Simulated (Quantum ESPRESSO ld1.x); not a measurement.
Radial electron density D(r) = 4 pi r^2 rho(r) of an atom or ion with 27 electrons. All-electron calculation, Dirac Kohn-Sham, relativistic LDA (MacDonald-Vosko exchange, VWN5 correlation), spin-unpolarised, spherical densities, point nucleus. Program: ld1.x of Quantum ESPRESSO 7.5.

```
   r/bohr * D(r) (the largest magnitude, 98.6, reaches the edge; | marks zero)
 0.001321 |  *
 0.001652 |   *
 0.002051 |    *
 0.002566 |       *
 0.003184 |         *
 0.003984 |             *
 0.004944 |                  *
 0.006186 |                       *
 0.007677 |                             *
 0.009604 |                                   *
  0.01192 |                                        *
  0.01491 |                                          *
  0.01851 |                                           *
  0.02316 |                                         *
  0.02874 |                                      *
  0.03595 |                                      *
  0.04462 |                                         *
  0.05582 |                                                 *
  0.06928 |                                                      *
  0.08668 |                                                    *
   0.1084 |                                            *
   0.1346 |                                     *
   0.1684 |                                       *
    0.209 |                                          *
   0.2614 |                                      *
   0.3245 |                       *
   0.4059 |         *
   0.5038 | *
   0.6303 *
   0.7823 *
```

What is the nuclear charge?

Answer. Z = 59. The innermost maximum, from 1s, lies near gamma/Z bohr with gamma = sqrt(1 - (Z/c)^2) = 0.903, here 0.0153 bohr (found: 0.0169), and its height grows with Z. The density is that of the praseodymium ion Pr32+ in [Ar] 3d9; the configuration itself is not fixed sharply by these data, and Z only to a few units. D(r) has 3 maxima, at r = 0.0169, 0.0745, 0.214 bohr, and minima at 0.0332, 0.145 bohr, inside which lie 2.04, 11.29 electrons.
